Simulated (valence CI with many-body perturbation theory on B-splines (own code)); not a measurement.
Sc VIII: E2, M1, M2 decay

Level of theory: relativistic CI+MBPT: four valence electrons over a frozen Dirac-Fock core [Ne], radial functions for each j: 11 s, 11 p, 9 d, 7 f, 5 g, 2 h, 1 i, with the one-electron correlation potential Σ1 (screened to all orders), the two-electron term Σ2, the three-electron term Σ3, Breit, model QED; selected single and double excitations, second order for the rest, scaled by the run's own slope (own B-spline code, finite nucleus).

Set against measurement, 21 paired levels are off by 87 cm⁻¹ on average, the worst by 341. These come from a selection out of Sugar and Corliss, J. Phys. Chem. Ref. Data 9, 473 (1980). Levels without a partner in it may be off by more.

Lines 1 to 14 of 14 in falling wavelength, among levels below 66.150 eV, chosen from the decays that carry over 1 % of a level's rate. Wavelengths and rates use the calculated energies, so an error of 90 cm⁻¹ moves a line at 510.0 nm by 0.46 % and its rate by three times that or more. Electric multipoles are in the length gauge, E1 and E2 with the static RPA response of the core. Weak lines are less certain than strong ones. Lines between different terms over intervals too small for the method are left out, as are lines whose strength nearly cancels. Branching is blank where the lifetime is uncertain.

| λ vac (nm) | λ from measured levels | Upper | Lower | Type | A (s⁻¹) | Branch % |
| --- | --- | --- | --- | --- | --- | --- |
| 4396 | 4402 | 3s2.3p2 3P_1 | 3s2.3p2 3P_0 | M1 | 2.11e-01 | 100.0 |
| 3600 |  | 3s2.3p.3d 3F°_4 | 3s2.3p.3d 3F°_3 | M1 | 4.35e-01 |  |
| 3084 | 3090 | 3s2.3p2 3P_2 | 3s2.3p2 3P_1 | M1 | 4.54e-01 | 100.0 |
| 510.0 | 512.3 | 3s2.3p2 1D_2 | 3s2.3p2 3P_2 | M1 | 5.15e+00 | 65.0 |
| 437.7 | 439.5 | 3s2.3p2 1D_2 | 3s2.3p2 3P_1 | M1 | 2.76e+00 | 34.9 |
| 334.2 | 335.1 | 3s2.3p2 1S_0 | 3s2.3p2 1D_2 | E2 | 4.94e+00 | 6.7 |
| 189.5 | 190.1 | 3s2.3p2 1S_0 | 3s2.3p2 3P_1 | M1 | 6.83e+01 | 92.7 |
| 133.3 |  | 3s2.3p.3d 3F°_4 | 3s.3p3 3P°_2 | E2 | 1.07e+01 |  |
| 97.62 |  | 3s2.3p.3d 3F°_4 | 3s.3p3 3D°_3 | E2 | 1.27e+00 |  |
| 97.62 |  | 3s2.3p.3d 3F°_4 | 3s.3p3 3D°_3 | M1 | 5.35e-01 |  |
| 97.17 |  | 3s2.3p.3d 3F°_4 | 3s.3p3 3D°_2 | E2 | 1.56e+00 |  |
| 65.17 |  | 3s2.3p.3d 3F°_4 | 3s.3p3 5S°_2 | E2 | 4.64e-01 |  |
| 38.79 |  | 3s2.3p.3d 3F°_4 | 3s2.3p2 1D_2 | M2 | 9.10e+00 |  |
| 36.05 |  | 3s2.3p.3d 3F°_4 | 3s2.3p2 3P_2 | M2 | 1.26e+00 |  |
